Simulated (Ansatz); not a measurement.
Isolated molecules relaxed with PBE0-D4/def2-TZVP in Ansatz; ΔE leaves out vibrations. CCSD(T)/CBS adds triple-zeta CCSD(T) − MP2 to the extrapolated MP2 energy (def2 sets, frozen cores). Functionals use def2-TZVPP. B3LYP here is the variant with VWN-RPA as its local correlation; programs differ in this. One conformer a species, not always the lowest.

Reaction (ligand exchange at the Si–N bond): `CN([SiH2]O)[SiH2]Cl` + `C[SiH](O)O` → `C[SiH](O)O[SiH2]O` + `CN[SiH2]Cl`

`CN([SiH2]O)[SiH2]Cl`:

Z-matrix (Å, degrees):
```
C
N 1 1.463
H 1 1.092 2 110.5
H 1 1.094 2 111.2 3 -118.9
H 1 1.095 2 111.8 3 120.3
Si 2 1.734 1 117.6 3 179.4
Si 2 1.707 1 120.4 3 -11.5
O 6 1.640 2 109.2 1 155.2
H 6 1.481 2 112.8 1 -88.4
H 6 1.489 2 106.7 1 32.2
Cl 7 2.079 2 112.2 1 -94.2
H 7 1.480 2 108.7 1 22.8
H 7 1.476 2 111.5 1 148.0
H 8 0.960 6 117.9 2 -59.3
```

`C[SiH](O)O`:

```xyz
10

C     0.730   -0.788    0.829
Si   -0.273    0.006   -0.511
O    -1.682    0.458    0.212
O     0.499    1.277   -1.217
H     0.895   -0.093    1.657
H     0.212   -1.663    1.228
H     1.703   -1.107    0.449
H    -0.537   -0.904   -1.654
H    -2.361    0.836   -0.349
H     0.814    1.978   -0.644
```

`C[SiH](O)O[SiH2]O`:

```xyz
14

C     0.108   -2.393   -0.580
Si   -0.565   -0.681   -0.433
O    -1.323   -0.559    1.018
O     0.656    0.425   -0.518
Si    1.023    1.771    0.320
O    -0.347    2.441    0.958
H     0.801   -2.604    0.237
H     0.639   -2.518   -1.526
H    -0.701   -3.127   -0.542
H    -1.501   -0.356   -1.542
H    -1.555    0.328    1.304
H     1.884    1.435    1.474
H     1.676    2.731   -0.604
H    -0.797    3.106    0.435
```

`CN[SiH2]Cl`:

```xyz
10

C     1.174   -0.784    0.039
N    -0.155   -0.481   -0.456
Si   -1.151    0.730    0.193
Cl   -0.497    2.670   -0.147
H     1.958   -0.189   -0.443
H     1.408   -1.842   -0.100
H     1.217   -0.580    1.112
H    -0.293   -0.732   -1.422
H    -2.482    0.619   -0.442
H    -1.178    0.589    1.666
```

```tsv
level	ΔE (kcal/mol)	difference from CCSD(T)/CBS
PBE0-D4	-14.8	0.6
PBE	-15.0	0.4
B3LYP	-17.6	-2.2
HF/def2-TZVPP	-20.1	-4.7
SCS-MP2/def2-TZVPP	-15.8	-0.4
CCSD(T)/def2-TZVPP	-15.3	0.1
MP2/def2-QZVPP	-14.9	0.5
HF/CBS(def2)	-20.4	-5.0
MP2/CBS(def2)	-14.8	0.6
CCSD/CBS(def2)	-16.1	-0.7
CCSD(T)/CBS	-15.4	0
```

Largest T1 diagnostic among the species: 0.011.

In def2-TZVPP, CCSD(T) changes the Hartree–Fock value by +4.7 kcal/mol (the triples alone add +0.7 kcal/mol) and MP2 by +5.2 kcal/mol. The D4 term adds +1.6 kcal/mol with B3LYP and +0.9 kcal/mol with PBE0; it sums over pairs of atoms, weighted by their polarisabilities, and B3LYP, whose exchange is more repulsive, gets the larger term.
